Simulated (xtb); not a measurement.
OTe, triplet, from a rough starting geometry; xtb 6.7.1 with GFN2-xTB.

The xtb input:
```
$ xtb mol.xyz --gfn 2 --uhf 2 --opt vtight --json

# file mol.xyz
2

O      0.07919040    -0.07750189    -0.87460236
Te    -0.06425598    -0.01783055     0.87509027
```

Predict the main parts of the log of this xtb run.


```
   ID    Z sym.   atoms
    1    8 O      1
    2   52 Te     2

           -------------------------------------------------
          |                Calculation Setup                |
           -------------------------------------------------

           -------------------------------------------------
          |                 G F N 2 - x T B                 |
           -------------------------------------------------

          ...................................................
          :                      SETUP                      :
          :.................................................:
          :  # basis functions                  14          :
          :  # atomic orbitals                  13          :
          :  # shells                            5          :
          :  # electrons                        12          :
          :  max. iterations                   250          :
          :  Hamiltonian                  GFN2-xTB          :
          :  restarted?                      false          :
          :  GBSA solvation                  false          :
          :  PC potential                    false          :
          :  electronic temp.          300.0000000     K    :
          :  accuracy                    1.0000000          :
          :  -> integral cutoff          0.2500000E+02      :
          :  -> integral neglect         0.1000000E-07      :
          :  -> SCF convergence          0.1000000E-05 Eh   :
          :  -> wf. convergence          0.1000000E-03 e    :
          :  Broyden damping             0.4000000          :
          :  net charge                          0          :
          :  unpaired electrons                  2          :
          ...................................................

 iter      E             dE          RMSdq      gap      omega  full diag
   1     -7.0716441 -0.707164E+01  0.158E+01    5.50       0.0  T
   2     -7.0508365  0.208076E-01  0.767E+00    5.48       1.0  T
   3     -6.7016033  0.349233E+00  0.144E+01    5.38       1.0  T
   4     -7.0704214 -0.368818E+00  0.193E+00    5.52       1.0  T
   5     -7.0789177 -0.849623E-02  0.116E+00    5.55       1.0  T
   6     -7.0790523 -0.134665E-03  0.922E-01    5.55       1.0  T
   7     -7.0792999 -0.247597E-03  0.126E-01    5.55       1.0  T
   8     -7.0793002 -0.236892E-06  0.629E-02    5.55       1.1  T
   9     -7.0793001  0.241207E-07  0.675E-03    5.55      10.5  T
[...]
         :: total energy              -7.067784738385 Eh    ::
 * total energy  :    -7.0677847 Eh     change       -0.3050893E-11 Eh
 * total energy  :    -7.0690527 Eh     change       -0.1267991E-02 Eh
 * total energy  :    -7.0691441 Eh     change       -0.9134943E-04 Eh
 * total energy  :    -7.0691450 Eh     change       -0.8848120E-06 Eh
 * total energy  :    -7.0691452 Eh     change       -0.2300601E-06 Eh
 * total energy  :    -7.0691452 Eh     change        0.1048939E-11 Eh
   *** GEOMETRY OPTIMIZATION CONVERGED AFTER 6 ITERATIONS ***
         :: total energy              -7.069145194195 Eh    ::
[...]
         7        1.0000           -0.3902049             -10.6180 (HOMO)
         8                         -0.1969683              -5.3598 (LUMO)
         9                         -0.0646955              -1.7605
        10                         -0.0646955              -1.7605
        11                          0.0137114               0.3731
        12                          0.0137114               0.3731
        13                          0.3635931               9.8939
      -------------------------------------------------------------
                  HL-Gap            0.1932366 Eh            5.2582 eV
             Fermi-level           -0.3726543 Eh          -10.1404 eV

     #   Z          covCN         q      C6AA      α(0)
     1   8 O        0.795    -0.249    18.913     5.829
     2  52 Te       0.795     0.249   408.832    37.687

 Mol. C6AA /au·bohr⁶  :        595.542842
 Mol. C8AA /au·bohr⁸  :      49475.865325
 Mol. α(0) /au        :         43.516723

Wiberg/Mayer (AO) data.
largest (>0.10) Wiberg bond orders for each atom

 ---------------------------------------------------------------------------
     #   Z sym  total        # sym  WBO       # sym  WBO       # sym  WBO
 ---------------------------------------------------------------------------
     1   8 O    2.292 --     2 Te   2.292
     2  52 Te   2.292 --     1 O    2.292
 ---------------------------------------------------------------------------

Topologies differ in total number of bonds
Writing topology from bond orders to xtbtopo.mol

molecular dipole:
                 x           y           z       tot (Debye)
 q only:       -0.069       0.029       0.847
   full:       -0.112       0.046       1.361       3.472
molecular quadrupole (traceless):
                xx          xy          yy          xz          yz          zz
 q only:        0.000       0.010      -0.005       0.018      -0.114       0.004
  q+dip:       -0.256       0.014      -0.268      -0.035      -0.157       0.524
   full:        0.593       0.021       0.595       0.176      -0.245      -1.188

optimized geometry written to: xtbopt.xyz

           -------------------------------------------------
          | TOTAL ENERGY               -7.069145194195 Eh   |
          | GRADIENT NORM               0.000000159881 Eh/α |
          | HOMO-LUMO GAP               5.258235010380 eV   |
           -------------------------------------------------
```
